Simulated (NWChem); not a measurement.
System: CH₇BO₂Si; SMILES C[SiH2]B(O)O

The following NWChem deck was run.

```
start job
memory heap 200 mb stack 900 mb global 1100 mb
geometry units angstroms noautoz
  Si    -0.390344    -0.978997    -0.453334
  C      0.386365    -2.152619     0.799739
  B     -0.067009     0.977405     0.027863
  O      1.045231     1.266598     0.750681
  O     -0.875615     2.016867    -0.333339
  H     -1.867689    -1.239677    -0.567982
  H      0.174348    -1.251918    -1.818754
  H      1.461354    -1.935893     0.894544
  H      0.266570    -3.204123     0.499091
  H     -0.071788    -2.021350     1.791799
  H      1.120539     2.215903     0.918848
  H     -1.654019     1.742699    -0.826213
end
basis spherical
  * library def2-svp
end
dft
  xc m06-2x
  grid fine
  iterations 150
  mulliken
end
task dft gradient
```

Excerpt of the output:

```
             Northwest Computational Chemistry Package (NWChem) 7.3.0
             --------------------------------------------------------

 C1  symmetry detected

                             Geometry "geometry" -> ""
                             -------------------------

 Output coordinates in angstroms (scale by  1.889725989 to convert to a.u.)

  No.       Tag          Charge          X              Y              Z
 ---- ---------------- ---------- -------------- -------------- --------------
    1 Si                  14.0000    -0.65657737     0.90620269     0.18245406
    2 C                    6.0000     0.64355961     2.18548123    -0.29077703
    3 B                    5.0000     0.05049172    -1.00071436     0.01714976
    4 O                    8.0000     1.38710550    -1.18576764     0.16679982
    5 O                    8.0000    -0.71919307    -2.10389024    -0.21818004
    6 H                    1.0000    -1.88622202     1.07091816    -0.66871534
    7 H                    1.0000    -1.10928363     1.14468342     1.59522393
    8 H                    1.0000     1.54764399     2.03923196     0.31979818
    9 H                    1.0000     0.27842233     3.21157169    -0.13516902
   10 H                    1.0000     0.93040191     2.07613019    -1.34769832
   11 H                    1.0000     1.62601407    -2.11924566     0.08511199
   12 H                    1.0000    -1.65200912    -1.90218002    -0.33295312

 Effective nuclear repulsion energy (a.u.)     213.0731330040

                                 NWChem DFT Module
                                 -----------------

 Summary of "ao basis" -> "ao basis" (spherical)
 ------------------------------------------------------------------------------
       Tag                 Description            Shells   Functions and Types
 ---------------- ------------------------------  ------  ---------------------
 Si                         def2-svp                 8       18   4s3p1d
 C                          def2-svp                 6       14   3s2p1d
 B                          def2-svp                 6       14   3s2p1d
 O                          def2-svp                 6       14   3s2p1d
 H                          def2-svp                 3        5   2s1p

            General Information
            -------------------
          SCF calculation type: DFT
          Wavefunction type:  closed shell.
          No. of atoms     :    12
          No. of electrons :    48
           Alpha electrons :    24
            Beta electrons :    24
          Charge           :     0
          Spin multiplicity:     1
          Use of symmetry is: off; symmetry adaption is: off
          Maximum number of iterations: 150
          AO basis - number of functions:   109
                     number of shells:    53
          Convergence on energy requested:  1.00D-06
          Convergence on density requested:  1.00D-05
          Convergence on gradient requested:  5.00D-04

              XC Information
              --------------
                       M06-2X Method XC Functional
                     Hartree-Fock (Exact) Exchange  0.540
                        M06-2X Exchange Functional  1.000
                      M06-2X Correlation Potential  1.000

             Grid Information
             ----------------
          Grid used for XC integration:  fine
          Radial quadrature: Mura-Knowles
          Angular quadrature: Lebedev.
          Tag              B.-S. Rad. Rad. Pts. Rad. Cut. Ang. Pts.
          ---              ---------- --------- --------- ---------
          Si                  1.10      123          11.0       770
          C                   0.70       70          12.0       590
          B                   0.85       70          11.0       590
          O                   0.60       70          13.0       590
          H                   0.35       60          13.0       590
          Grid pruning is: on
          Number of quadrature shells:   823
          Spatial weights used:  Erf1

      Superposition of Atomic Density Guess
      -------------------------------------

 Sum of atomic energies:        -503.74461033

      Non-variational initial energy
      ------------------------------

 Total energy =    -505.977181
 1-e energy   =   -1115.720864
 2-e energy   =     396.670550
 HOMO         =      -0.331080
 LUMO         =       0.029455

     ---------------------------------------------
      Total Density - Mulliken Population Analysis
     ---------------------------------------------

    Atom       Charge   Shell Charges
 -----------   ------   -------------------------------------------------------
    1 Si  14    13.72   2.00  1.99  1.02  0.29  5.94  1.16  1.20  0.13
    2 C    6     6.58   1.99  0.96  0.28  2.11  1.22  0.01
    3 B    5     4.60   1.99  0.87  0.16  1.17  0.24  0.16
    4 O    8     8.52   1.99  1.11  0.56  3.08  1.77  0.01
    5 O    8     8.52   1.99  1.11  0.56  3.08  1.77  0.01
    6 H    1     1.07   0.70  0.36  0.01
    7 H    1     1.07   0.70  0.36  0.01
    8 H    1     0.87   0.65  0.18  0.03
    9 H    1     0.86   0.65  0.18  0.03
   10 H    1     0.86   0.65  0.18  0.03
   11 H    1     0.67   0.53  0.08  0.06
   12 H    1     0.66   0.53  0.07  0.06

   convergence    iter        energy       DeltaE   RMS-Dens  Diis-err
 ---------------- ----- ----------------- --------- --------- ---------
 d= 0,ls=0.0,diis     1   -506.7597010340 -7.20D+02  9.89D-03  7.03D-01
 d= 0,ls=0.0,diis     2   -506.7866134091 -2.69D-02  4.28D-03  6.78D-01
 d= 0,ls=0.0,diis     3   -506.8473569693 -6.07D-02  5.63D-04  8.21D-03
 d= 0,ls=0.0,diis     4   -506.8482470796 -8.90D-04  1.54D-04  2.80D-04
 d= 0,ls=0.0,diis     5   -506.8482799936 -3.29D-05  5.15D-05  5.16D-05
  Resetting Diis
 d= 0,ls=0.0,diis     6   -506.8482864508 -6.46D-06  1.54D-05  4.49D-06
 d= 0,ls=0.0,diis     7   -506.8482869717 -5.21D-07  7.88D-06  4.64D-07

         Total DFT energy =     -506.848286971745
      One electron energy =    -1120.890953351489
           Coulomb energy =      451.112625868942
    Exchange-Corr. energy =      -50.143092493176
 Nuclear repulsion energy =      213.073133003977

 Numeric. integr. density =       48.000002063565

                       DFT Final Molecular Orbital Analysis
                       ------------------------------------

 Vector   22  Occ=2.000000D+00  E=-3.779876D-01
              MO Center= -1.1D+00,  1.1D+00,  2.4D-01, r^2= 2.8D+00
   Bfn.  Coefficient  Atom+Function         Bfn.  Coefficient  Atom+Function
  ----- ------------  ---------------      ----- ------------  ---------------
    75      0.322041   6 H  s                80     -0.295335   7 H  s
    10     -0.246588   1 Si pz               13     -0.201808   1 Si pz
    76      0.198513   6 H  s                81     -0.179071   7 H  s
     7      0.139498   1 Si pz               24      0.124299   2 C  pz
    85      0.118126   8 H  s                95     -0.107855  10 H  s

 Vector   23  Occ=2.000000D+00  E=-3.715928D-01
              MO Center= -1.1D-01,  1.6D+00,  2.8D-02, r^2= 2.7D+00
   Bfn.  Coefficient  Atom+Function         Bfn.  Coefficient  Atom+Function
  ----- ------------  ---------------      ----- ------------  ---------------
    22      0.310195   2 C  px                8     -0.241565   1 Si px
    23      0.226629   2 C  py               80      0.189678   7 H  s
    11     -0.176390   1 Si px               25      0.177096   2 C  px
    75      0.151988   6 H  s                26      0.138497   2 C  py
     5      0.136116   1 Si px               95      0.124337  10 H  s

 Vector   24  Occ=2.000000D+00  E=-3.317557D-01
              MO Center= -3.1D-01,  1.8D-02,  7.0D-02, r^2= 3.2D+00
   Bfn.  Coefficient  Atom+Function         Bfn.  Coefficient  Atom+Function
  ----- ------------  ---------------      ----- ------------  ---------------
    37      0.331880   3 B  py                9      0.278975   1 Si py
    12      0.240757   1 Si py               65      0.238421   5 O  py
    34     -0.206173   3 B  s                68      0.169993   5 O  py
    23     -0.154751   2 C  py                6     -0.151530   1 Si py
     4     -0.146505   1 Si s                49      0.125419   4 O  s

 Vector   25  Occ=0.000000D+00  E= 4.115571D-02
              MO Center= -2.8D-01, -1.6D-01, -3.0D-02, r^2= 4.0D+00
   Bfn.  Coefficient  Atom+Function         Bfn.  Coefficient  Atom+Function
  ----- ------------  ---------------      ----- ------------  ---------------
    21      0.825979   2 C  s                13      0.699274   1 Si pz
    81     -0.600928   7 H  s                12     -0.396544   1 Si py
    41      0.378545   3 B  pz               38     -0.354429   3 B  pz
    76      0.273693   6 H  s                11     -0.245053   1 Si px
    35     -0.221537   3 B  s                55     -0.221489   4 O  pz

 Vector   26  Occ=0.000000D+00  E= 7.218821D-02
              MO Center= -8.2D-01, -1.8D-01,  2.9D-02, r^2= 6.0D+00
   Bfn.  Coefficient  Atom+Function         Bfn.  Coefficient  Atom+Function
  ----- ------------  ---------------      ----- ------------  ---------------
    21      1.264752   2 C  s                12     -0.786012   1 Si py
   106      0.738063  12 H  s                11     -0.699557   1 Si px
    76     -0.529256   6 H  s                63     -0.463155   5 O  s
    35     -0.344515   3 B  s                86     -0.324870   8 H  s
   101     -0.323313  11 H  s                91     -0.311835   9 H  s

 Vector   27  Occ=0.000000D+00  E= 8.971675D-02
              MO Center= -1.0D-01, -1.2D+00, -1.4D-01, r^2= 7.4D+00
   Bfn.  Coefficient  Atom+Function         Bfn.  Coefficient  Atom+Function
  ----- ------------  ---------------      ----- ------------  ---------------
    21      0.921326   2 C  s               106     -0.848081  12 H  s
   101     -0.658962  11 H  s                63      0.624819   5 O  s
    49      0.617278   4 O  s                76     -0.435489   6 H  s
     3      0.423238   1 Si s                11     -0.391970   1 Si px
    96     -0.390158  10 H  s                86     -0.327317   8 H  s

     ---------------------------------------------
      Total Density - Mulliken Population Analysis
     ---------------------------------------------

    Atom       Charge   Shell Charges
 -----------   ------   -------------------------------------------------------
    1 Si  14    13.76   2.00  1.98  1.01  0.27  5.93  1.31  1.09  0.17
    2 C    6     6.36   1.99  0.87  0.30  2.11  1.08  0.02
    3 B    5     4.99   1.99  0.81  0.09  1.55  0.37  0.18
    4 O    8     8.18   1.99  1.07  0.57  2.89  1.65  0.01
    5 O    8     8.19   1.99  1.07  0.57  2.90  1.65  0.01
    6 H    1     1.09   0.73  0.35  0.01
    7 H    1     1.08   0.73  0.34  0.01
    8 H    1     0.92   0.72  0.17  0.02
    9 H    1     0.92   0.73  0.17  0.02
   10 H    1     0.93   0.73  0.18  0.02
   11 H    1     0.80   0.67  0.06  0.07
   12 H    1     0.79   0.67  0.05  0.07

     -------------------------------------------
      Total Density - Lowdin Population Analysis
     -------------------------------------------

    Atom       Charge   Shell Charges
 -----------   ------   -------------------------------------------------------
    1 Si  14    13.59   2.00  1.93  0.64  0.33  5.82  1.35  1.25  0.26
    2 C    6     6.26   1.97  0.58  0.34  1.89  1.44  0.04
    3 B    5     5.27   1.96  0.52  0.27  1.43  0.68  0.40
    4 O    8     8.00   1.97  0.84  0.56  2.70  1.90  0.02
    5 O    8     8.01   1.97  0.84  0.56  2.71  1.91  0.02
    6 H    1     1.10   0.64  0.44  0.02
    7 H    1     1.09   0.64  0.43  0.02
    8 H    1     0.96   0.62  0.26  0.07
    9 H    1     0.96   0.63  0.27  0.07
   10 H    1     0.96   0.63  0.27  0.07
   11 H    1     0.89   0.55  0.17  0.18
   12 H    1     0.89   0.55  0.16  0.18

     Multipole analysis of the density
     ---------------------------------

     L   x y z        total         alpha         beta         nuclear
     -   - - -        -----         -----         ----         -------
     0   0 0 0      0.000000    -24.000000    -24.000000     48.000000

     1   1 0 0     -0.182604     -0.091302     -0.091302      0.000000
     1   0 1 0     -0.357740     -0.178870     -0.178870     -0.000000
     1   0 0 1     -0.190631     -0.095316     -0.095316      0.000000

     2   2 0 0    -27.410836    -87.917930    -87.917930    148.425024
     2   1 1 0      0.353350     -1.950758     -1.950758      4.254867
     2   1 0 1      0.280489      0.686106      0.686106     -1.091724
     2   0 2 0    -27.615582   -230.162128   -230.162128    432.708674
     2   0 1 1     -0.147755      0.838801      0.838801     -1.825357
     2   0 0 2    -29.236815    -26.447705    -26.447705     23.658595

            General Information
            -------------------
          SCF calculation type: DFT
          Wavefunction type:  closed shell.
          No. of atoms     :    12
          No. of electrons :    48
           Alpha electrons :    24
            Beta electrons :    24
          Charge           :     0
          Spin multiplicity:     1
          Use of symmetry is: off; symmetry adaption is: off
          Maximum number of iterations: 150
          AO basis - number of functions:   109
                     number of shells:    53
          Convergence on energy requested:  1.00D-06
          Convergence on density requested:  1.00D-05
          Convergence on gradient requested:  5.00D-04

              XC Information
              --------------
                       M06-2X Method XC Functional
                     Hartree-Fock (Exact) Exchange  0.540
                        M06-2X Exchange Functional  1.000
                      M06-2X Correlation Potential  1.000

             Grid Information
             ----------------
          Grid used for XC integration:  fine
          Radial quadrature: Mura-Knowles
          Angular quadrature: Lebedev.
          Tag              B.-S. Rad. Rad. Pts. Rad. Cut. Ang. Pts.
          ---              ---------- --------- --------- ---------
          Si                  1.10      123          11.0       770
          C                   0.70       70          12.0       590
          B                   0.85       70          11.0       590
          O                   0.60       70          13.0       590
          H                   0.35       60          13.0       590
          Grid pruning is: on
          Number of quadrature shells:   823
          Spatial weights used:  Erf1

[...]

                         DFT ENERGY GRADIENTS

    atom               coordinates                        gradient
                 x          y          z           x          y          z
   1 Si     -1.240751   1.712475   0.344788    0.003372  -0.000536  -0.001321
   2 C       1.216151   4.129961  -0.549489   -0.001171  -0.000550   0.000506
   3 B       0.095416  -1.891076   0.032408   -0.000251  -0.001165  -0.000066
   4 O       2.621249  -2.240776   0.315206   -0.000371  -0.000548  -0.000060
   5 O      -1.359078  -3.975776  -0.412300    0.000154  -0.000214   0.000021
   6 H      -3.564443   2.023742  -1.263689   -0.002253   0.000375  -0.001355
   7 H      -2.096242   2.163138   3.014536   -0.001014   0.000455   0.002577
   8 H       2.924623   3.853590   0.604331    0.000904   0.000101   0.000439
   9 H       0.526142   6.068990  -0.255432   -0.000169   0.001201   0.000061
  10 H       1.758205   3.923317  -2.546781    0.000376   0.000066  -0.000997
  11 H       3.072721  -4.004794   0.160838   -0.000200   0.000394   0.000037
  12 H      -3.121845  -3.594599  -0.629190    0.000622   0.000420   0.000159
```

Level: M06-2X/def2-SVP. Coordinates come from a PBE0/def2-SVP optimisation. No frequency run checked for a minimum.
